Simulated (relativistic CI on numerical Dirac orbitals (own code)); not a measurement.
Spin-allowed bands of a d3 ion in an octahedral site, by hand

Problem. A d3 ion in an octahedral site has a 4A2 ground term and spin-allowed bands at ν1 = 24200 and ν2 = 33513 cm⁻¹ (from a computed ligand-field model). Find Δ and the Racah parameter B, and predict the third band.

Working.
1. The F term splits into A2 (−1.2Δ), T2 (−0.2Δ) and T1 (+0.6Δ), so ν1 = E(T2) − E(A2) = Δ = 24200 cm⁻¹.
2. T1(F) mixes with T1(P), which lies at 15B, through an element 0.4Δ. The two roots, counted from A2, are ν2,3 = ½(15B + 3Δ) ∓ ½√[(15B − Δ)² + 12BΔ].
3. Solving the lower root for B gives B = (2ν1² + ν2² − 3ν1ν2)/(15ν2 − 27ν1) = -138642631/-150705 = 920 cm⁻¹.
4. The sum of the roots is 15B + 3Δ, so ν3 = 15B + 3ν1 − ν2 = 52886 cm⁻¹ (189 nm).

Check. The bands were computed by exact diagonalisation of the d3 shell with B = 920 and Δ = 24200 cm⁻¹, which gives ν3 = 52887 cm⁻¹. C does not enter the terms of highest spin.
